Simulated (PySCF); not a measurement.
## Ga (gallium, neutral): B3LYP calculation

Configuration: [Ar] 3d10 4s2 4p1, 2P determinant. Calculation: PySCF 2.14, in cc-pVTZ-PP with ECP10MDF (5s4p3d1f, 39 functions); a scalar-relativistic core potential.

```json
{"Total energy": "-259.5035 hartree", "One-electron energy": "-462.7232 hartree", "Hartree (Coulomb) energy": "226.0652 hartree", "Exchange-correlation energy": "-22.8456 hartree", "⟨S²⟩": "0.7522", "⟨L²⟩": "2.007", "Sum of ⟨r⟩": "21.56 bohr", "Sum of ⟨r²⟩": "39.22 bohr²", "Traceless quadrupole moment −½Σ⟨3z² − r²⟩ along its main axis": "-5.39 e·bohr²", "Time after the integrals": "0.24 s of wall time on 1 thread of Intel(R) Xeon(R) 6975P-C (shared host)"}
```

```tsv
shell	electrons	mean orbital energy (eV)	spread (eV)	rms radius, mean of both spins (bohr)
3s α	1	-153.98	0	0.703
3s β	1	-153.96	0	0.703
3p α	3	-104.06	0.196	0.741
3p β	3	-104.03	0.286	0.741
3d α	5	-22.337	0.222	0.911
3d β	5	-22.290	0.317	0.911
4s α	1	-9.998	0	2.55
4s β	1	-9.361	0	2.55
4p α	1	-3.490	0	3.70
```

Energies and moments cover only the electrons outside the core potential.
